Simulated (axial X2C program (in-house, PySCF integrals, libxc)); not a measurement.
**MnSi: cheaper levels and CCSD(T), 2c**

All values were computed with an axial X2C code built on PySCF integrals. Two-component (2c) means X2C with spin–orbit coupling and atomic mean-field two-electron Coulomb and Gaunt terms. Basis: Mn dyall-cv3z [9s10p6d3f2g], Si dyall-v3z [8s7p2d1f] (cores contracted in-house); Gaussian nuclei, density fitting, unrestricted open shells. Masses: Mn 54.938 u, Si 27.977 u.

State: Ω = 3/2 (⟨Sz⟩ = 1.50, ⟨Lz⟩ = 0.00 at HF); fragments Mn + Si.

```json
{"level": "PBE0", "Re (Å)": "2.333", "ωe (cm⁻¹)": "326.1", "De (eV)": "1.97"}
{"level": "HF", "Re (Å)": "2.606", "ωe (cm⁻¹)": "262.3", "De (eV)": "1.01"}
{"level": "CCSD", "Re (Å)": "2.457", "ωe (cm⁻¹)": "282.0", "De (eV)": "1.11"}
{"level": "M06", "Re (Å)": "2.308", "ωe (cm⁻¹)": "340.8", "De (eV)": "1.68"}
```

Correlated methods: 11 electrons correlated (number of frozen shells: Mn 3 s, 2 p; Si 2 s, 1 p), 233 virtual spin orbitals or spinors in MP2, 90 natural virtuals in coupled cluster.

CCSD(T), same Hamiltonian and basis:

Re = 2.441 Å, ωe = 284.1 cm⁻¹, De = 1.18 eV; T1 = 0.043 (Lee–Taylor normalisation).

Question: Give the differences from CCSD(T) in the columns below.

Answer: 

```tsv
level	ΔRe (Å)	Δωe (cm⁻¹)	ΔDe (eV)
PBE0	-0.108	42.0	0.79
HF	0.165	-21.8	-0.17
CCSD	0.016	-2.1	-0.07
M06	-0.133	56.7	0.50
```

Occupations by symmetry block were frozen at the best pattern of an incomplete PBE0 search. De is counted from the lowest determinant-based energies of the atoms at the same level, without counterpoise correction. Density functionals use the spin component along the axis (collinear). CCSD and (T) use frozen natural virtuals with an MP2 correction for the truncation; (T) itself is uncorrected, so its De runs slightly low. The 2c atoms are single determinants rather than J levels; their spin–orbit lowering is only partly caught, and De is too large by that part. This holds for PBE0, CCSD, M06, CCSD(T). Without a current term, density functionals place determinants with orbital angular momentum somewhat too high. With several unpaired electrons one determinant need not be a pure state. This is the top spin component of a Σ state; components of lower Ω are not single determinants and can lie lower. The determinant is spin-polarised beyond a pure state at some levels (its spin-free form has ⟨S²⟩ too high), which makes Re and μ there less reliable. The T1 diagnostic is large, a sign of multireference character. The lowest spin-free determinant has another configuration (M_S = 7/2, Λ = 0), so the order of states is uncertain and this need not be the ground state.
